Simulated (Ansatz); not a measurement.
Reactions of C3H8SSi, SMILES `CS[SiH]1CC1`.

Calculated with Ansatz (gas phase, PBE0-D4/def2-TZVP geometries, no zero-point term in ΔE). CCSD(T)/CBS is the MP2 limit (def2-TZVPP, def2-QZVPP) plus CCSD(T) − MP2 in def2-TZVPP, frozen cores. This one scheme is used for every species. DFT in def2-TZVPP. One conformer a species, not always the lowest.

```tsv
reaction	MP2/CBS(def2) (eV)	B2PLYP (eV)
`CS[SiH]1CC1` + `C[SiH3]` → `[SiH3]C[SiH]1CC1` + CH₃SH	0.60	0.59
`CS[SiH]1CC1` → `C=CSC[SiH3]`	0.73	0.58
`CS[SiH]1CC1` → `C=CS[SiH2]C`	-0.44	-0.57
`CS[SiH]1CC1` + `N[Si](Cl)(Cl)Cl` → `CN[Si](Cl)(Cl)Cl` + `S[SiH]1CC1`	0.28	0.23
`CS[SiH]1CC1` + `BN[SiH3]` → `CBN[SiH3]` + `S[SiH]1CC1`	-0.57	-0.58
```

(1) Give the CCSD(T)/CBS values in the same order. (Estimate.)

Largest T1 diagnostic: 0.012, for `BN[SiH3]`.

Answers

(1) Ansatz gave: 0.56, 0.61, -0.52, 0.24, -0.58 eV.
